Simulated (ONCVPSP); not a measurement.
Pm (Z = 61): excitation energies, all-electron against ONCV

ONCVPSP 4.0.1 input, shortened (lines: element, Z, core and valence counts, functional; n l f; lmax; l rc ep ncon nbas qcut; lloc lpopt rc5 dvloc0; l nproj debl; icmod fcfact rcfact), PBE, scalar-relativistic:

```
  Pm 61.00   10    4        4      upf
    1    0    2.00
    2    0    2.00
    2    1    6.00
    3    0    2.00
    3    1    6.00
    3    2   10.00
    4    0    2.00
    4    1    6.00
    4    2   10.00
    4    3    4.00
    5    0    2.00
    5    1    6.00
    5    2    1.00
    6    0    2.00
    2
    0    2.25    0.00    4    7    5.60
    1    2.10    0.00    4    7    8.10
    2    3.60    0.00    4    8    4.80
    4    5    1.60    4.00
    0    2    3.40
    1    2    0.80
    2    1    3.70
    3    2.00    1.15
```

In the p channel the program set the typed energies aside and used -0.931, 0.250 Ha.

Energies are relative to the spin-unpolarised reference configuration 5s2 5p6 5d1 6s2; without spin polarisation the order of configurations can differ from experiment. Not all tests gave a result: 1 of 4 tests not solved or not reliable.

```tsv
valence configuration	charge	ΔE all-electron (eV)	error AE − PS (meV)
5s2 5p6 5d1 6s1	+1	6.360	-0.6
5s2 5p6 5d1 6s0	+2	17.963	+3.4
5s2 5p6 5d0 6s0	+3	37.574	-25
```

Levels in the configuration 5s2 5p6 5d1 6s0:

```
level  all-electron (eV)  pseudo (eV)
   5s            -58.520      -58.649
   5p            -38.589      -38.669
   5d            -15.101      -15.118
```
